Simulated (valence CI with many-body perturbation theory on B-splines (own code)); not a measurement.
## E1 transitions of Mn¹¹⁺

Method: relativistic CI+MBPT: four valence electrons over a frozen Dirac-Fock core [Ne], a basis of 11 s, 11 p, 9 d, 7 f, 5 g, 2 h, 1 i functions for each j, with the one-electron correlation potential Σ1, the two-electron term Σ2, the three-electron term Σ3, Breit, model QED; selected CI, second order for the rest, scaled by the run's own slope (own B-spline code, finite nucleus).

No measured spectrum was set against this ion. As an estimate, levels of excited configurations hold to 0.05 to 0.15 % of their energy, terms of the ground configuration to about 0.5 %.

Lines 51 to 100 of 227 in falling wavelength, among levels below 761930 cm⁻¹, chosen from the strongest by gf and those to the six lowest levels. Wavelengths and rates use the calculated energies, so an error of 200 cm⁻¹ moves a line at 350.6 Å by 0.07 % and its rate by three times that or more. Electric multipoles are in the length gauge, E1 and E2 with the static RPA response of the core. Weak lines are less certain than strong ones. Lines between different terms over intervals too small for the method are left out, as are lines whose strength nearly cancels. The highest levels of a list are the least certain.

Names give the largest LS component (configuration and term), which can be under half, so a name can repeat, a term be missing and a line seem to break the LS rules; names also repeat where a configuration has a term twice. Letters in brackets count levels of one name in rising energy.

```
λ vac (Å)               Upper            Lower   A (s⁻¹)  log gf  Branch %
    350.6  3s 3p2 3d 3D_2 [b]  3s2 3p 3d 3P°_2  5.04e+08   -1.33       1.7
    350.1      3s 3p2 3d 3G_5  3s2 3p 3d 3F°_4  5.79e+09    0.07     100.0
    348.4      3s 3p2 3d 1P_1  3s2 3p 3d 3P°_2  1.54e+09   -1.07       3.7
    347.6  3s 3p2 3d 3P_2 [b]  3s2 3p 3d 3P°_1  3.18e+08   -1.54       0.7
    346.5        3s 3p3 3P°_1     3s2 3p2 3P_2  8.96e+08   -1.32      24.4
    346.0        3s 3p3 3P°_2     3s2 3p2 3P_2  2.92e+09   -0.58      87.0
    345.2  3s 3p2 3d 3D_3 [b]  3s2 3p 3d 3P°_2  7.58e+08   -1.02       2.9
    345.0  3s 3p2 3d 3P_1 [a]     3s 3p3 3S°_1  1.04e+09   -1.26       2.8
    344.0      3s 3p2 3d 3G_3  3s2 3p 3d 3F°_3  3.23e+08   -1.40       4.7
    343.5            3p4 3P_2     3s 3p3 3D°_3  4.78e+09   -0.37      62.8
    342.7        3s 3p3 1D°_2     3s2 3p2 1D_2  4.90e+09   -0.36      97.4
    342.5  3s 3p2 3d 3P_1 [b]  3s2 3p 3d 3P°_2  8.84e+08   -1.33       2.1
    342.4      3s 3p2 3d 3G_4  3s2 3p 3d 3F°_3  6.01e+09   -0.02      95.3
    341.0            3p4 3P_2     3s 3p3 3D°_2  1.21e+09   -0.98      15.9
    338.8  3s 3p2 3d 3P_2 [b]  3s2 3p 3d 3P°_2  3.60e+08   -1.51       0.8
    337.9        3s 3p3 3P°_0     3s2 3p2 3P_1  3.70e+09   -1.20     100.0
    337.7      3s 3p2 3d 3G_3  3s2 3p 3d 3F°_2  6.16e+09   -0.13      90.3
    337.4        3s 3p3 3P°_1     3s2 3p2 3P_1  1.60e+09   -1.09      43.4
    336.9        3s 3p3 3P°_2     3s2 3p2 3P_1  4.33e+08   -1.43      12.9
    335.2  3s 3p2 3d 3D_1 [c]  3s2 3p 3d 1D°_2  7.97e+08   -1.39       2.1
    335.0      3s 3p2 3d 3S_1  3s2 3p 3d 3P°_1  1.23e+09   -1.21       2.8
    334.1      3s 3p2 3d 1G_4  3s2 3p 3d 3F°_4  2.01e+08   -1.52      11.4
    330.1        3s 3p3 3S°_1     3s2 3p2 1S_0  3.60e+08   -1.75       0.7
    329.6            3p4 3P_1     3s 3p3 3D°_2  4.19e+09   -0.69      53.1
    329.5            3p4 3P_1     3s 3p3 3D°_1  1.73e+09   -1.07      22.0
    329.3        3s 3p3 3P°_1     3s2 3p2 3P_0  1.13e+09   -1.26      30.7
    326.8      3s 3p2 3d 3S_1  3s2 3p 3d 3P°_2  8.40e+08   -1.39       1.9
    326.7            3p4 3P_0     3s 3p3 3D°_1  5.87e+09   -1.03      72.7
    320.3            3p4 1D_2     3s 3p3 3D°_3  5.13e+08   -1.40      10.3
    313.5        3s 3p3 1D°_2     3s2 3p2 3P_2  7.65e+07   -2.25       1.5
    312.4  3s 3p2 3d 3F_3 [b]  3s2 3p 3d 3F°_4  4.14e+08   -1.37       0.9
    310.5        3s 3p3 1P°_1     3s2 3p2 1S_0  3.72e+09   -0.79      10.3
    309.1  3s 3p2 3d 3F_2 [b]  3s2 3p 3d 3F°_3  6.88e+08   -1.31       1.6
    306.0        3s 3p3 1D°_2     3s2 3p2 3P_1  5.42e+07   -2.42       1.1
    306.0  3s 3p2 3d 3F_4 [b]  3s2 3p 3d 3F°_4  3.27e+09   -0.38       6.7
    304.8  3s 3p2 3d 3F_3 [b]  3s2 3p 3d 3F°_3  3.64e+09   -0.45       8.1
    304.0  3s 3p2 3d 3F_2 [b]  3s2 3p 3d 3F°_2  4.90e+09   -0.47      11.3
    300.2  3s 3p2 3d 3D_2 [b]  3s2 3p 3d 3F°_3  6.36e+08   -1.37       2.1
    299.8  3s 3p2 3d 3F_3 [b]  3s2 3p 3d 3F°_2  3.51e+08   -1.48       0.8
    293.8      3s 3p2 3d 1P_1  3s2 3p 3d 3F°_2  1.72e+09   -1.18       4.2
    290.9        3s 3p3 3S°_1     3s2 3p2 1D_2  7.51e+08   -1.54       1.4
    280.2     3s2 3p 3d 3F°_2     3s2 3p2 1D_2  2.37e+08   -1.85      58.5
    278.2      3s 3p2 3d 3S_1  3s2 3p 3d 3F°_2  1.61e+09   -1.25       3.7
    276.5  3s 3p2 3d 3P_2 [b]     3s 3p3 3S°_1  5.31e+08   -1.52       1.2
    276.4            3p4 3P_2     3s 3p3 5S°_2  1.71e+07   -3.01       0.2
    276.3  3s 3p2 3d 3D_1 [c]  3s2 3p 3d 3F°_2  2.28e+10   -0.11      59.7
    275.9     3s2 3p 3d 3F°_3     3s2 3p2 1D_2  1.94e+07   -2.81       8.1
    275.6        3s 3p3 1P°_1     3s2 3p2 1D_2  2.60e+10   -0.05      72.0
    274.5  3s 3p2 3d 3P_2 [a]     3s 3p3 3P°_2  3.44e+09   -0.71       9.4
    274.1  3s 3p2 3d 3P_2 [a]     3s 3p3 3P°_1  1.59e+09   -1.05       4.3
```
